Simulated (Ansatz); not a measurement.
Mulliken charges of CH3Cl3MoO2 (`C[O][Mo](=[O])([Cl])([Cl])[Cl]`) from B3LYP/def2-TZVPP in Ansatz (PBE0-D4/def2-TZVP geometry).

```
atom   x (Å)   y (Å)   z (Å)  charge (e)
  C1   0.532  -1.590   0.371      -0.080
  O2  -0.416  -0.723  -0.174      -0.353
 Mo3  -0.584   1.093  -0.375       1.213
  O4  -2.037   1.201  -1.135      -0.410
 Cl5  -0.013   3.304  -0.218      -0.223
 Cl6  -0.855   1.167   1.907      -0.257
 Cl7   1.122   0.928  -1.908      -0.257
  H8   1.486  -1.459  -0.153       0.120
  H9   0.669  -1.357   1.433       0.120
 H10   0.179  -2.616   0.255       0.125
```

Question: By hand: the dipole of these point charges (1 e Å = 4.8032 D).

Answer: Σ q r = (0.446, -0.724, 0.277) e Å, of length 0.894 e Å = 4.29 D.

Question: How does the dipole of the full density compare? (Estimate.)

Answer: The calculation gave: (0.256, -0.675, 0.175) e Å, 3.57 D; the point charges give 1.20 times that, at 11° from its direction.

Point charges leave out the atoms' own dipoles, such as those of lone pairs, and Mulliken's split depends on the basis, so the two needn't agree.

B3LYP here is the variant with VWN-RPA as its local correlation; programs differ in this.
